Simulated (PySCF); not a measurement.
Species: C₆H₅S (charge -1).
SMILES: `[S-]c1ccccc1`

The closed-shell ground state was solved at several levels (PySCF, density fitting, gas phase, non-relativistic). Geometry: PBE0-D3(BJ)/def2-SVP; no solvent, vibrations or thermal averaging. No diffuse functions stand in pcSseg-1 and pcSseg-2, which bears on an anion's orbital energies.

| level | basis functions | HOMO (eV) | LUMO (eV) | gap (eV) |
| --- | --- | --- | --- | --- |
| HF/pcSseg-2 | 329 | -2.40 | 5.69 | 8.09 |
| wB97X-D/def2-SVPD | 187 | -2.25 | 5.57 | 7.82 |

**Question.** Estimate the row for PBE0/pcSseg-1, a basis of 151 functions; the other rows only guide the guess.

**Answer.** HOMO -0.32 eV, LUMO 4.21 eV, gap 4.53 eV.

**Question.** Over all these levels, which gives the widest orbital gap and which the narrowest?

**Answer.** HF/pcSseg-2 (Hartree–Fock, all exact exchange) has the widest, 8.09 eV, and PBE0/pcSseg-1 (global hybrid, 25 % exact exchange) the narrowest, 4.53 eV. Functional and basis both differ between the two, so the spread mixes both effects.
